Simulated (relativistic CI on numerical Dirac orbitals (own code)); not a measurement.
**Cr²⁺ in a cubic cluster: L2,3 absorption with charge transfer**

Computed with a charge-transfer multiplet model of a cubic metal-ligand cluster with up to one ligand hole, Slater and spin-orbit integrals from Dirac-Coulomb-Breit ions, Slater integrals scaled by 0.8. The ground state mixes d4 with configurations of k ligand holes L, whose averages lie at kΔ + k(k − 1)U_dd/2; a core hole lowers each added d electron by U_cd. 20 K, Lorentzian 0.4 eV and Gaussian 0.3 eV FWHM.

Atomic integrals in eV (Slater integrals scaled, ζ unscaled), ground: F2dd 7.675, F4dd 4.768, zeta_d 0.027; with the core hole: F2dd 8.366, F4dd 5.204, zeta_d 0.040, zeta_core 5.624, F2cd 4.703, G1cd 3.430, G3cd 1.946.

Cluster parameters (eV): Δ = 4, U_dd = 6.7, U_cd = 8.7, 10Dq = 0.5, 10Dq(ligand) = 1.1, final-state hopping factor = 1.

```csv
Case,n_d,d4,d5L,S
"V(eg) = 0.75 eV, V(t2g) = -0.34 eV",4.15,0.85,0.15,2.00
"V(eg) = 1.35 eV, V(t2g) = -0.61 eV",4.25,0.75,0.25,2.00
"V(eg) = 1.65 eV, V(t2g) = -0.74 eV",4.28,0.72,0.28,2.00
```

Weights, n_d and S are thermal averages at 20 K. Photon energies count from the first peak over 30 % of the highest in each spectrum, which can be another peak from case to case. The parameters are a model scan and need not match a compound or its usual spin state. Peaks in eV (height, largest 100):
- V(eg) = 0.75 eV, V(t2g) = -0.34 eV: -3.1 (5), 0.0 (100), 1.9 (39), 5.9 (16), 6.9 (27), 8.1 (23), 9.9 (37)
- V(eg) = 1.35 eV, V(t2g) = -0.61 eV: 0.0 (100), 0.8 (67), 2.7 (22), 6.1 (14), 7.2 (24), 8.1 (22), 9.8 (36)
- V(eg) = 1.65 eV, V(t2g) = -0.74 eV: 0.0 (100), 0.8 (69), 2.4 (18), 6.1 (13), 7.3 (23), 8.1 (23), 9.7 (37)

Curve for V(eg) = 1.65 eV, V(t2g) = -0.74 eV (points under 2 left out, the grid thinned):

E (eV), Intensity and a bar:
```
     -3.2        2.1 
     -2.8        4.3 #
     -2.5        3.9 #
     -2.1        5.5 #
     -1.7       10.4 ###
     -1.3       22.7 #######
     -1.0       28.4 #########
     -0.6       45.1 ##############
     -0.2       83.4 ##########################
      0.1       94.4 ##############################
      0.5       64.2 ####################
      0.9       65.5 #####################
      1.2       47.1 ###############
      1.6       29.0 #########
      2.0       19.6 ######
      2.4       18.3 #####
      2.7       16.6 #####
      3.1       14.8 ####
      3.5       12.4 ###
      3.8       10.3 ###
      4.2        8.1 ##
      4.6        7.2 ##
      5.0        6.2 #
      5.3        6.2 #
      5.7        8.5 ##
      6.1       13.3 ####
      6.4       11.2 ###
      6.8       13.8 ####
      7.2       23.2 #######
      7.5       21.3 ######
      7.9       22.7 #######
      8.3       21.7 ######
      8.7       16.5 #####
      9.0       20.5 ######
      9.4       33.2 ##########
      9.8       37.0 ###########
     10.1       26.3 ########
     10.5       13.5 ####
     10.9        6.9 ##
     11.2        5.5 #
     11.6        4.9 #
     12.0        3.3 
     12.4        2.5 
     12.7        2.3 
     13.1        2.1
```

For the case V(eg) = 1.65 eV, V(t2g) = -0.74 eV, Δ = 4 eV is smaller than U_dd = 6.7 eV, the charge-transfer side of the Zaanen-Sawatzky-Allen scheme. With the core hole the configuration with one ligand hole lies at Δ + U_dd − U_cd = 2.0 eV above the one without, against Δ in the ground state. The added d electron screens the hole, so the order of the configurations is kept and charge-transfer satellites are weaker than in photoemission.

With at most 1 ligand hole the space is cut while the next configuration still counts, so covalency is underestimated, and a final configuration with one more ligand hole, which can lie low, is missing from the spectra.
